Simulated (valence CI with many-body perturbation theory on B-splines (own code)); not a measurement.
# Ladder of approximations for Tl⁸⁺

Computed by relativistic CI+MBPT: five valence electrons over a frozen Dirac-Fock core [Xe] 4f14, a basis of 7 s, 7 p, 8 d, 6 f, 4 g, 1 h functions for each j, with the one-electron correlation potential Σ1, the two-electron term Σ2, the three-electron term Σ3, Breit, model QED; selected CI, second order for the rest, scaled by the run's own slope (own B-spline code, finite nucleus).

No measured spectrum was set against this ion. As an estimate, terms of the open shell hold to 2 to 4 % of their energy, and close levels can change places; different configurations can be misplaced against each other by 1,000 to 8,000 cm⁻¹. Core correlation moves these levels by up to 16000 cm⁻¹, and in measured spectra 5 to 20 % of such shifts remained as error; rates that hang on mixing are uncertain with them. Among the levels kept, up to 1000 cm⁻¹ of a level comes from second order outside the variational space, and about a tenth of that is noise between levels of different J, which matters for small intervals. Only levels of the ground parity were solved; by the run's estimate the other parity begins above the list, which can be wrong where configurations are misplaced.

Each rung adds one term. CI alone is the Dirac-Coulomb CI over the frozen core; QED comes last and gives the full result, which names the levels. Energies are above (5d3/2^4 5d5/2) J=5/2 [a] on the same rung, in eV.

Levels are named by their leading jj configuration (3d3/2^4 stands for four electrons in 3d with j = 3/2), which in mixed levels can hold well under half, so a name can repeat and another be missing. Letters in brackets count levels of one name in rising energy.

| Level | CI alone | + Σ1 | + Σ2 | + Σ3 | + Breit | Full |
| --- | --- | --- | --- | --- | --- | --- |
| (5d3/2^4 5d5/2) J=5/2 [b] | 2.535 | 2.529 | 2.465 | 2.420 | 2.429 | 2.428 |
| (5d3/2^3 5d5/2^2) J=7/2 [a] | 3.950 | 3.997 | 3.877 | 3.838 | 3.823 | 3.825 |
| (5d3/2^3 5d5/2^2) J=3/2 [a] | 3.988 | 4.034 | 4.044 | 3.992 | 3.984 | 3.986 |
| (5d3/2^3 5d5/2^2) J=11/2 | 4.306 | 4.366 | 4.194 | 4.153 | 4.131 | 4.134 |
| (5d3/2^3 5d5/2^2) J=5/2 [a] | 4.481 | 4.566 | 4.512 | 4.470 | 4.441 | 4.446 |
| (5d3/2^3 5d5/2^2) J=9/2 | 4.582 | 4.655 | 4.507 | 4.470 | 4.442 | 4.446 |
| (5d3/2^3 5d5/2^2) J=1/2 | 4.734 | 4.809 | 4.878 | 4.829 | 4.808 | 4.812 |
| (5d3/2^3 5d5/2^2) J=7/2 [b] | 5.630 | 5.727 | 5.628 | 5.575 | 5.541 | 5.546 |
| (5d3/2^3 5d5/2^2) J=5/2 [b] | 5.776 | 5.880 | 5.923 | 5.877 | 5.841 | 5.847 |
| (5d3/2^2 5d5/2^3) J=7/2 [a] | 6.478 | 6.587 | 6.512 | 6.435 | 6.396 | 6.402 |
| (5d3/2^2 5d5/2^3) J=11/2 | 6.658 | 6.802 | 6.609 | 6.559 | 6.500 | 6.509 |
| (5d3/2^3 5d5/2^2) J=3/2 [b] | 6.578 | 6.691 | 6.796 | 6.747 | 6.710 | 6.717 |
| (5d3/2^2 5d5/2^3) J=1/2 [a] | 6.643 | 6.806 | 6.859 | 6.811 | 6.753 | 6.763 |
| (5d3/2^2 5d5/2^3) J=9/2 [a] | 6.981 | 7.114 | 6.997 | 6.940 | 6.891 | 6.898 |
| (5d3/2^2 5d5/2^3) J=3/2 [a] | 6.974 | 7.127 | 7.268 | 7.201 | 7.144 | 7.154 |
| (5d3/2^2 5d5/2^3) J=13/2 | 7.438 | 7.600 | 7.356 | 7.303 | 7.237 | 7.246 |
| (5d3/2^2 5d5/2^3) J=5/2 [a] | 7.450 | 7.607 | 7.604 | 7.548 | 7.492 | 7.501 |
| (5d3/2^2 5d5/2^3) J=9/2 [b] | 8.311 | 8.473 | 8.485 | 8.407 | 8.346 | 8.356 |
| (5d3/2^2 5d5/2^3) J=7/2 [b] | 8.598 | 8.767 | 8.668 | 8.603 | 8.540 | 8.550 |
| (5d3/2^2 5d5/2^3) J=5/2 [b] | 8.488 | 8.671 | 8.756 | 8.693 | 8.628 | 8.639 |
| (5d3/2^2 5d5/2^3) J=3/2 [b] | 9.197 | 9.382 | 9.399 | 9.273 | 9.210 | 9.221 |
| (5d3/2 5d5/2^4) J=5/2 [a] | 9.152 | 9.377 | 9.508 | 9.422 | 9.330 | 9.345 |
| (5d3/2^2 5d5/2^3) J=7/2 [c] | 9.377 | 9.569 | 9.636 | 9.572 | 9.502 | 9.513 |
| (5d3/2^2 5d5/2^3) J=1/2 [b] | 9.604 | 9.770 | 9.761 | 9.677 | 9.621 | 9.631 |
| (5d3/2 5d5/2^4) J=7/2 [a] | 10.162 | 10.418 | 10.527 | 10.431 | 10.326 | 10.343 |
| (5d3/2^2 5d5/2^3) J=9/2 [c] | 10.305 | 10.522 | 10.502 | 10.423 | 10.341 | 10.354 |
| (5d3/2 5d5/2^4) J=11/2 | 10.592 | 10.865 | 10.908 | 10.824 | 10.712 | 10.729 |
| (5d3/2 5d5/2^4) J=3/2 [a] | 10.906 | 11.129 | 11.277 | 11.192 | 11.108 | 11.122 |
| (5d3/2 5d5/2^4) J=5/2 [b] | 11.600 | 11.868 | 12.080 | 11.948 | 11.845 | 11.862 |
| (5d3/2 5d5/2^4) J=9/2 | 12.175 | 12.408 | 12.342 | 12.234 | 12.144 | 12.158 |
| (5d5/2^5) J=5/2 | 12.265 | 12.550 | 12.638 | 12.539 | 12.433 | 12.450 |

Task: How does the ionisation energy move along the ladder, and which term matters most?

Result: CI alone 133.55, + Σ1 135.04, + Σ2 136.42, + Σ3 136.41, + Breit 136.45, + QED 136.45 eV. The largest step is Σ1, 1.49 eV, with Σ2 about as large (1.39). NIST lists 135 ± 2.2 eV (theoretical).
